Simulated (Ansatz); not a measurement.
Relaxation of CH$_{5}$AlF$_{2}$Si (10 atoms, charge 0, multiplicity 1), to a largest force component of 0.02 eV/Å in at most 40 steps.

Level of theory: Ansatz, UHF/STO-3G.

```xyz
10
Properties=species:S:1:pos:R:3:forces:R:3
F -2.664 0.652 1.104 -2.80 0.09 0.55
C -1.381 0.939 0.832 2.79 -1.33 -3.40
F -0.733 1.114 2.011 0.88 0.73 1.97
Al -0.526 -0.589 -0.160 -2.07 -1.91 -0.62
Si 1.676 -0.568 -0.801 0.66 0.66 0.91
H -1.282 1.877 0.217 -0.53 -0.16 0.61
H -1.485 -1.856 -0.519 1.73 2.42 0.73
H 1.819 -0.641 -2.254 0.19 -0.04 1.06
H 2.377 -1.679 -0.121 -0.45 1.07 -0.98
H 2.283 0.700 -0.305 -0.40 -1.53 -0.82
```

**Question.** Where does it end, and by what steps?

**Answer.** It converged. The force dipped under the threshold on the way, but the program's further checks kept it going. Limits of this set-up: minimal basis. After 24 steps the energy has fallen by 0.641 eV; F1 moved furthest, 0.58 Å.

| step | energy less start (eV) | largest force component (eV/Å) | accepted |
| --- | --- | --- | --- |
| 0 | 0.0000 | 3.398 | yes |
| 1 | -0.4339 | 2.121 | yes |
| 2 | -0.6243 | 0.382 | yes |
| 3 | -0.6324 | 0.062 | yes |
| 4 | -0.6330 | 0.023 | yes |
| 5 | -0.6333 | 0.026 | yes |
| 6 | -0.6340 | 0.146 | yes |
| 7 | -0.6347 | 0.092 | yes |
| 8 | -0.6361 | 0.039 | yes |
| 9 | -0.6277 | 0.679 | no |
| 10 | -0.6356 | 0.074 | no |
| 11 | -0.6362 | 0.008 | yes |
| 12 | -0.6373 | 0.130 | yes |
| 13 | -0.6378 | 0.148 | yes |
| 14 | -0.6385 | 0.102 | yes |
| 15 | -0.6393 | 0.041 | yes |
| 16 | -0.6389 | 0.222 | no |
| 17 | -0.6392 | 0.052 | no |
| 18 | -0.6396 | 0.007 | yes |
| 19 | -0.6399 | 0.145 | yes |
| 20 | -0.6404 | 0.038 | yes |
| 21 | -0.6407 | 0.007 | yes |
| 22 | -0.6408 | 0.146 | yes |
| 23 | -0.6413 | 0.041 | yes |
| 24 | -0.6415 | 0.005 | yes |

```xyz
10
Properties=species:S:1:pos:R:3
F -2.442 0.397 1.581
C -1.372 0.859 0.819
F -0.471 1.423 1.718
Al -0.588 -0.532 -0.318
Si 1.667 -0.585 -0.697
H -1.763 1.693 0.194
H -1.545 -1.479 -0.924
H 1.970 -0.786 -2.075
H 2.294 -1.652 0.011
H 2.335 0.611 -0.306
```

Whether the end is a true minimum wasn't checked by a vibrational analysis.

The run took 31 s on 1 thread of Arm Neoverse V1, with other jobs on the host, peak memory 0.13 GiB.
